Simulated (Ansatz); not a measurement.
Reaction (formal exchange of groups at a C–Ge bond): `[BH2][GeH]([CH3])[CH3]` + `[NH2][SbH][OH]` → `[CH3][Sb]([NH2])[OH]` + `[BH2][GeH2][CH3]`

Computed with Ansatz on PBE0-D4/def2-TZVP structures; ΔE is electronic, products minus reactants. CCSD(T)/CBS adds triple-zeta CCSD(T) − MP2 to the extrapolated MP2 energy (def2 sets, frozen cores). Functionals use def2-TZVPP. def2 core potentials past Kr. For Ge, Sb outer-core shells are correlated without core-valence functions, which leaves a few kJ/mol of doubt a bond. Scalar relativity is left out up to krypton. One conformer a species, not always the lowest.

`[BH2][GeH]([CH3])[CH3]`:

```xyz
13

B     0.785   -1.674    1.040
Ge   -0.018    0.124    0.439
C     1.190    1.189   -0.682
C    -1.756   -0.052   -0.454
H     0.086   -2.603    1.322
H     1.967   -1.817    1.165
H    -0.246    0.908    1.762
H     0.755    2.169   -0.887
H     1.367    0.686   -1.634
H     2.149    1.331   -0.183
H    -2.454   -0.609    0.172
H    -1.644   -0.583   -1.402
H    -2.180    0.932   -0.659
```

`[NH2][SbH][OH]`:

Cartesian coordinates in Å:
```
N -0.260 1.165 -0.353
Sb -0.502 -0.462 0.800
O 0.401 -1.754 -0.381
H -1.023 1.823 -0.364
H 0.629 1.643 -0.347
H 0.967 -0.293 1.669
H -0.212 -2.121 -1.024
```

`[CH3][Sb]([NH2])[OH]`:

```xyz
10

C     1.064   -0.736    0.762
Sb   -0.995   -0.428    0.279
N    -0.858    1.542   -0.110
O    -0.616   -1.068   -1.547
H     1.660   -0.321   -0.052
H     1.311   -0.242    1.702
H     1.270   -1.803    0.846
H     0.060    1.958   -0.167
H    -1.494    2.146    0.387
H    -1.402   -1.050   -2.100
```

`[BH2][GeH2][CH3]`:

```xyz
10

B    -1.647   -0.806    0.539
Ge   -0.288    0.642   -0.006
C     1.515   -0.016   -0.392
H    -1.364   -1.967    0.574
H    -2.764   -0.494    0.828
H    -0.211    1.708    1.111
H    -0.835    1.375   -1.254
H     1.935   -0.506    0.488
H     2.173    0.805   -0.680
H     1.486   -0.741   -1.207
```

Problem. Is it downhill or uphill in electronic energy at CCSD(T)/CBS, and by how much? (Estimate.)

Solution. The calculation gave: Downhill: ΔE = -0.15 eV.

Problem. What do these levels give: PBE-D4, r2SCAN-D4, ωB97X-V, ωB97M-V, r2SCAN, PBE0, HF/def2-TZVPP, MP2/def2-TZVPP, SCS-MP2/def2-TZVPP, CCSD/def2-TZVPP, MP2/def2-QZVPP, HF/CBS(def2)? (Estimate.)

Solution. The calculation gave: PBE-D4 -0.10, r2SCAN-D4 -0.11, ωB97X-V -0.09, ωB97M-V -0.10, r2SCAN -0.11, PBE0 -0.09, HF/def2-TZVPP -0.07, MP2/def2-TZVPP -0.11, SCS-MP2/def2-TZVPP -0.09, CCSD/def2-TZVPP -0.08, MP2/def2-QZVPP -0.15, HF/CBS(def2) -0.08 eV.

Largest T1 diagnostic among the species: 0.014.
